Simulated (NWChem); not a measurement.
MgNH₂Br; SMILES [Mg]([Br])[NH2]

```xyz
5

Mg     0.0000     0.0000     1.1486
Br     0.0000     0.0000    -1.2071
N      0.0000     0.0000     3.0288
H      0.0000    -0.8170     3.6324
H      0.0000     0.8170     3.6324
```
Atoms are numbered in this order, from 1.

All runs: NWChem. Geometry: optimised at PBE0/def2-SVP. Ions are spin-unrestricted doublets at the neutral geometry; other ion states weren't tried.

Task: Estimate the computed values for PBE/def2-SVP. Quantities: vertical ionisation energy, ΔSCF (eV); −ε(HOMO) (eV).

Result: 
| Item | Result |
|---|---|
| vertical ionisation energy, ΔSCF (eV) | 8.68 |
| −ε(HOMO) (eV) | 5.10 |
